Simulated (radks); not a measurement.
Results of a calculation; reference values are marked as such.
Problem. These are the eigenvalues of the occupied orbitals of an atom or ion with whole-number occupations (eV). Level of theory: Dirac Kohn-Sham, XLYP, spin-unpolarised, spherical densities, finite nucleus; Fermi nuclear charge, rms radius of each element as measured or else 0.836 A^(1/3) + 0.57 fm (a radial shooting solver on a logarithmic mesh with Libxc functionals).

| orbital | eigenvalue |
|---|---|
| 1s1/2 | -29021.70 |
| 2s1/2 | -4398.240 |
| 2p1/2 | -4110.134 |
| 2p3/2 | -3879.358 |
| 3s1/2 | -865.5260 |
| 3p1/2 | -748.4807 |
| 3p3/2 | -706.3360 |
| 3d3/2 | -499.3863 |
| 3d5/2 | -490.6833 |
| 4s1/2 | -153.7959 |
| 4p1/2 | -114.6642 |
| 4p3/2 | -106.9409 |
| 4d3/2 | -45.2667 |
| 4d5/2 | -44.1598 |
| 5s1/2 | -24.1099 |
| 5p1/2 | -15.8096 |
| 5p3/2 | -15.0179 |
| 6p1/2 | -4.6486 |
| 6p3/2 | -4.5129 |

Which element is it, and in what charge state? The configuration may be excited. Open shells, if any, are shared by 2j + 1.

Solution. Z = 50, tin, charge +1: Sn+ in [Kr] 4d9 5s2 5p1 6p1. The list shows which subshells hold electrons but not how many an open one holds; the 1s level, -1066.5 hartree, gives Z - s = 46.2 by -(Z - s)^2/2, which with screening and relativity narrows Z to a few neighbours, and the depths of the outer levels then fix element, charge and occupations together.
